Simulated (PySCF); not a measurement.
## Dipole response of Se (selenium, neutral)

[Ar] 3d10 4s2 4p4, high-spin 3P determinant. Calculation: PySCF 2.14, in aug-cc-pVTZ-DK; the spin-free X2C one-electron Hamiltonian (Gaussian nucleus). Coupled (time-dependent) response in atomic units; α is the mean over directions.

```json
{"method": "UHF", "mean α (bohr³)": "24.96", "α xx, yy, zz": "23.32, 28.23, 23.32", "C₆ (like pair)": "205.9", "S(−4)": "159.1"}
{"method": "PBE", "mean α (bohr³)": "27.46", "α xx, yy, zz": "25.26, 31.85, 25.26", "C₆ (like pair)": "230.2", "S(−4)": "216.7"}
{"method": "PBE0", "mean α (bohr³)": "26.23", "α xx, yy, zz": "24.30, 30.11, 24.30", "C₆ (like pair)": "217.9", "S(−4)": "187.6"}
{"method": "wB97X", "mean α (bohr³)": "26.05", "α xx, yy, zz": "24.07, 30.01, 24.07", "C₆ (like pair)": "215.7", "S(−4)": "183.8"}
```

S(−4) is the Cauchy moment in α(ω) = α(0) + S(−4) ω² + …

Reference α: 28.9 ± 1 bohr³ (recommended; Schwerdtfeger and Nagle, table of static dipole polarizabilities (2023 update)). Published C₆: 210.0 (Chu and Dalgarno (2004); Tang, Norbeck and Certain (1976)).

Spin-orbit coupling is absent.

α(iu) at PBE0:

| u (hartree) | α(iu) (bohr³) |
| --- | --- |
| 0 | 26.23 |
| 0.0500 | 25.78 |
| 0.100 | 24.53 |
| 0.200 | 20.80 |
| 0.300 | 16.92 |
| 0.500 | 11.03 |
| 0.750 | 6.836 |
| 1.00 | 4.568 |
| 1.50 | 2.426 |
| 2.00 | 1.505 |
| 3.00 | 0.7522 |
| 5.00 | 0.3053 |

A single London oscillator, α(iu) = α/(1 + u²/ω²), gives C₆ = (3/4) ω α². Matching the computed C₆ needs ω = 4 × 217.9 / (3 × 26.23²) = 0.422 hartree.

The components differ because the open shell of this determinant is not spherical; for a pure term their mean is the scalar polarisability.
